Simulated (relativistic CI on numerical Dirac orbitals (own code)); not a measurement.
## Radial parameters of Pt75+

Calculated at this level of theory: Dirac-Coulomb-Breit CI, KLI orbitals optimised for each configuration, a model potential for QED, unscaled Slater integrals (own radial code, finite nucleus).

Slater integrals F^k, G^k are unscaled and averaged over j, outside the closed core 1s2; ζ comes from projecting the Hamiltonian with its Breit term on Σ l·s of the shell.

- 2p: ζ(2p) = 1.0279e+07 cm⁻¹; <r>(2p) = 0.06094, <r^2>(2p) = 0.004533 (bohr units).
- 3p: ζ(3p) = 3.0674e+06 cm⁻¹; <r>(3p) = 0.1547, <r^2>(3p) = 0.02784 (bohr units).
- 3d: ζ(3d) = 508360 cm⁻¹; <r>(3d) = 0.1346, <r^2>(3d) = 0.0208 (bohr units).

Averages of the first 10 configurations, taken without configuration mixing, which lowers the lowest level and can move excited configurations by several eV; other configurations of the list can lie among them:

```tsv
Configuration	Parity	States	Average energy above the lowest level (eV)
2s	even	2	0.1
2p	odd	6	1488.3
3s	even	2	12598.1
3p	odd	6	13035.7
3d	even	10	13333.0
4s	even	2	16901.9
4p	odd	6	17084.2
4d	even	10	17209.3
4f	odd	14	17254.8
5s	even	2	18854.5
```
